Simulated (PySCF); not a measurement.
C2HF5S.
SMILES with atom numbers: `[CH:1]#[C:2][S:3]([F:4])([F:5])([F:6])([F:7])[F:8]`

Lines to be assigned: C 1s: 292.17 (area 1), 292.38 (area 1) eV; F 1s: 693.70 (area 4), 694.09 (area 1) eV; S 1s: 2488.17 eV; S 2p3/2: 178.82 eV.

Method: delta-SCF UKS SCAN, pcX-2 on the ionised atom, pcseg-1 elsewhere, spin-free X2C (PySCF 2.14.0). Isolated species at its GFN2-xTB geometry, gas phase.

(1) Order the carbon atoms by C 1s binding energy.

(2) Assign the F 1s lines to atoms.

Results:

(1) 292.17 eV: C1 (terminal alkyne carbon); 292.38 eV: C2 (alkyne carbon). The 2 C 1s values lie within 0.21 eV of each other; Gaussian lines of 0.5 eV full width would blend them into one maximum.

(2) 693.70 eV: F4/F5/F6/F7 (sulfur-bound fluorine); 694.09 eV: F8 (sulfur-bound fluorine). Lowest listed F 1s: F4/F5/F6/F7, bonded to S. Highest, 0.39 eV above it: F8, bonded to S. Summing the Pauling electronegativity differences to the bonded atoms, each weighted by its formal bond order, gives -1.40 for the lowest site and -1.40 for the highest; the sum is the same at every site.

Bonded neighbours of each site: C1: C (triple bond) and H; C2: S and C (triple bond); S3: 5 F and C; F4/F5/F6/F7: S; F8: S.

Problem. Which effective nuclear charge Zeff reproduces each element's mean 1s value in the hydrogen-like formula E = 13.606 eV × Zeff²?

Solution. C (Z = 6): mean 292.3 eV, Zeff = 4.63, Z − Zeff = 1.37; F (Z = 9): mean 693.8 eV, Zeff = 7.14, Z − Zeff = 1.86; S (Z = 16): mean 2488.2 eV, Zeff = 13.52, Z − Zeff = 2.48. Means run over the listed sites, weighted by atom count.

The first atom of each set that the bonding makes equivalent was ionised and stands for the set. Spin contamination (⟨S²⟩ against 0.75 for a pure doublet) is marked for C 1s of C1 (0.86) and C 1s of C2 (0.86), which makes these values less certain. Spin–orbit and ligand-field terms were added within each 2p shell after the spin-free SCF. 2p1/2 minus 2p3/2 (ligand field included): S 1.24 eV.

On one thread, Arm Neoverse V1, no GPU (shared host), this took 49 s wall.
